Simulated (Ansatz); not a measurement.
Reading a saddle point

A first-order saddle point of GaH$_{4}$SeBr, closed shell, PBE0-D4/def2-TZVP, with one imaginary mode of 76i cm⁻¹:

```xyz
7
angstrom
Ga -0.9724 -0.1945 -0.2384
Br 1.1718 -1.8526 0.3218
H -0.9701 -0.2274 -1.7934
H -2.0029 -0.7427 0.7896
H 1.2696 -0.3705 0.7127
Se 0.4260 1.5353 0.7424
H 1.0781 1.8525 -0.5347
```

Ansatz 0.2.0; basis: def2-TZVPP and def2-QZVPP; cores frozen in the correlated methods. Filled d shells of the heavier atoms are correlated. The def2 sets are not built for correlating such inner shells, so the correlated values are less sure here. Extrapolation: Hartree–Fock as exp(−7.88 √X), correlation as X^−2.97.

Problem. Which contacts change along the imaginary mode, and what lies on either side? (Judge from chemistry; the calculation decides.)

Solution. The calculation gives: The step is GaH₂Br ([GaH2][Br]) + H₂Se → GaH₃Se ([GaH2][SeH]) + HBr (still joined by a long Ga–Br bond), with the molecules in contact on both sides. Shortening one way: Ga1–Se6, Br2–H5; lengthening the same way: Ga1–Br2, H5–Se6.
```json
{"pair": "Ga1–Se6", "one side (Å)": "2.71", "saddle (Å)": "2.43", "other side (Å)": "2.39"}
{"pair": "Br2–H5", "one side (Å)": "3.48", "saddle (Å)": "1.54", "other side (Å)": "1.47"}
{"pair": "Ga1–Br2", "one side (Å)": "2.34", "saddle (Å)": "2.77", "other side (Å)": "2.91"}
{"pair": "H5–Se6", "one side (Å)": "1.47", "saddle (Å)": "2.08", "other side (Å)": "2.34"}
```

Problem. Which side is lower, and how far does the saddle lie above each? (An estimate is asked for; the value comes from the calculation.)

Solution. By the calculation: The side with Ga1–Br2, H5–Se6 short is lower by 54.4 kJ/mol; the saddle lies 60.3 kJ/mol above it and 5.9 kJ/mol above the other (CCSD(T) at an estimated basis limit (MP2 extrapolated from triple and quadruple zeta, plus CCSD(T) − MP2 in triple zeta); electronic energies).

The T1 diagnostic stays at or below 0.011.

Exchanges of this kind with a chalcogen hydride build sulfide and selenide films.

Labels in which every atom is bracketed show which atoms are joined, not bond orders.

For scale, one of the runs: CCSD(T)/def2-TZVPP, 200 basis functions, launched by `ansatz run in.yaml --threads 8 --pin off --events-out ev --progress --plain --max-ram 19148MiB`. Time: 41 s of wall clock on 8 CPU threads of an Intel Xeon Platinum 8488C; the host was shared. Peak host memory: 2.6 GiB.
